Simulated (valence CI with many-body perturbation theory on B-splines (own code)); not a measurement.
Values are calculated unless marked as measured or tabulated.
# Level structure of Ga17+

Method: configuration interaction combined with many-body perturbation theory (CI+MBPT): four valence electrons over a frozen Dirac-Fock core [Ne], radial functions for each j: 11 s, 11 p, 9 d, 7 f, 5 g, 2 h, 1 i, with the one-electron correlation potential Σ1 (screened to all orders), the two-electron term Σ2, the three-electron term Σ3, Breit, model QED; selected single and double excitations, second order for the rest (own B-spline code, finite nucleus).

No measured levels were compared; by estimate levels of excited configurations hold to 0.05 to 0.15 % of their energy, terms of the ground configuration to about 0.5 %.

Levels 46 to 71 of 71, with energies above the lowest level, 3s²3p² ³P_0. "Leading %" is the weight of the configuration and term that name the level; weights of strongly mixed levels are sums over their largest components and can fall short.

| No. | Configuration | Term | J | E (cm⁻¹) | Leading % | Second component | g |
| --- | --- | --- | --- | --- | --- | --- | --- |
| 46 | 3s3p²3d | ⁵P | 2 | 988190 | 92 |  | 1.804 |
| 47 | 3s3p²3d | ⁵P | 1 | 992430 | 95 |  | 2.463 |
| 48 | 3p⁴ | ¹S | 0 | 994010 | 55 | 23 % 3s3p²3d ¹S |  |
| 49 | 3s3p²3d | ³P | 2 | 1002200 | 63 | 24 % 3p⁴ ³P | 1.479 |
| 50 | 3s3p²3d | ³P | 1 | 1023800 | 58 | 24 % 3p⁴ ³P | 1.403 |
| 51 | 3s3p²3d | ³P | 0 | 1042800 | 58 | 27 % 3p⁴ ³P |  |
| 52 | 3s3p²3d | ³G | 3 | 1044100 | 87 | 9 % 3s3p²3d ¹F | 0.780 |
| 53 | 3s3p²3d | ³G | 4 | 1050900 | 94 |  | 1.057 |
| 54 | 3s3p²3d | ³D | 2 | 1055100 | 66 | 9 % 3s3p²3d ³F | 1.096 |
| 55 | 3s3p²3d | ³D | 1 | 1058700 | 83 | 7 % 3s3p²3d ³P | 0.630 |
| 56 | 3s3p²3d | ³G | 5 | 1059200 | 96 |  | 1.204 |
| 57 | 3s3p²3d | ³D | 3 | 1060000 | 76 | 12 % 3s3p²3d ¹F | 1.263 |
| 58 | 3s3p²3d | ¹G | 4 | 1067800 | 73 | 12 % 3s²3d² ¹G | 1.032 |
| 59 | 3s3p²3d | ¹F | 3 | 1074400 | 60 | 14 % 3s3p²3d ³D | 1.057 |
| 60 | 3s3p²3d | ³F | 2 | 1079200 | 58 | 28 % 3s3p²3d ³D | 0.859 |
| 61 | 3s3p²3d | ³F | 3 | 1093300 | 63 | 23 % 3s3p²3d ³D | 1.158 |
| 62 | 3s3p²3d | ³D | 1 | 1096800 | 92 |  | 0.535 |
| 63 | 3s3p²3d | ¹P | 1 | 1101100 | 60 | 27 % 3s3p²3d ³D | 0.859 |
| 64 | 3s3p²3d | ³D | 2 | 1103100 | 74 | 12 % 3s3p²3d ³F | 1.092 |
| 65 | 3s3p²3d | ³P | 0 | 1105600 | 80 | 14 % 3s²3d² ³P |  |
| 66 | 3s3p²3d | ³P | 1 | 1111700 | 67 | 14 % 3s²3d² ³P | 1.492 |
| 67 | 3s3p²3d | ³F | 4 | 1115100 | 78 | 9 % 3s3p²3d ¹G | 1.221 |
| 68 | 3s3p²3d | ³P | 2 | 1121400 | 64 | 14 % 3s²3d² ³P | 1.440 |
| 69 | 3s3p²3d | ³D | 3 | 1122200 | 70 | 10 % 3s3p²3d ³F | 1.255 |
| 70 | 3s3p²3d | ³D | 1 | 1133300 | 49 | 30 % 3s3p²3d ³S | 1.081 |
| 71 | 3s3p²3d | ³D | 2 | 1134600 | 67 | 12 % 3s3p²3d ³F | 1.106 |

Names give the largest LS component (configuration and term), which can be under half, so a name can repeat, a term be missing and a line seem to break the LS rules; names also repeat where a configuration has a term twice.

Where two levels of one J and parity lie close, their mixing, g and order are uncertain.
